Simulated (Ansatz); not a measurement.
## Ligand exchange: SiF4 + SnH2(CH3)(SiH3) → Si(SiH3)F3 + SnH2(CH3)F

Species: SiF4 (silicon tetrafluoride) `F[Si](F)(F)F`, singlet; SnH2(CH3)(SiH3), singlet; Si(SiH3)F3, singlet; SnH2(CH3)F, singlet. The partners trade F for SiH3: Si–F and Sn–SiH3 bonds give way to Si–SiH3 and Sn–F.

Shapes, held fixed at every level: PBE0-D4/def2-TZVP. Programs: Ansatz 0.2.0. The zero-point and thermal change to 298 K, harmonic and unscaled (PBE0-D4/def2-TZVP), is -1.4 kJ/mol.

| level | kind | ΔH(298 K) (kJ/mol) | less CCSD(T)/def2-TZVPP |
| --- | --- | --- | --- |
| r2SCAN-D4/def2-TZVPP | meta-GGA | +112.9 | -12.5 |
| BHLYP-D4/def2-TZVPP | global hybrid | +117.5 | -7.9 |
| wB97X-V/def2-TZVPP | range-separated hybrid | +103.3 | -22.1 |
| B2PLYP/def2-TZVPP | double hybrid | +113.5 | -11.9 |
| MP2/def2-SVP | perturbation theory | +114.2 | -11.2 |
| MP2/def2-TZVPP | perturbation theory | +131.9 | +6.5 |
| CCSD/def2-TZVPP | coupled cluster or CI | +127.2 | +1.8 |
| CCSD(T)/def2-TZVPP | coupled cluster or CI | +125.4 | 0.0 |

The highest level, CCSD(T)/def2-TZVPP, gives ΔH(298 K) = +125.4 kJ/mol; the levels span +103.3 to +131.9. The column of differences is taken from that level and isn't an error. No measured value is set beside it here. For atoms past krypton def2 sets carry core potentials with scalar relativity. Outer-core shells of Sn are correlated in most correlated rows, in sets that cover them unevenly.
